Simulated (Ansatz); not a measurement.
CH$_{4}$GeS (`[CH2]1[S][GeH2]1`), charge 0, multiplicity 1.

Give a relaxed structure at PBE0-D4/def2-TZVP (Ansatz). (An estimate is asked.)

Ansatz gave: 
Z-matrix (Å, degrees):
```
C
Ge 1 1.927
S 1 1.847 2 70.9
H 1 1.085 2 118.3 3 107.8
H 1 1.085 2 118.3 3 -107.8
H 2 1.526 1 119.4 3 102.9
H 2 1.526 1 119.4 3 -102.9
```
Point group Cs.
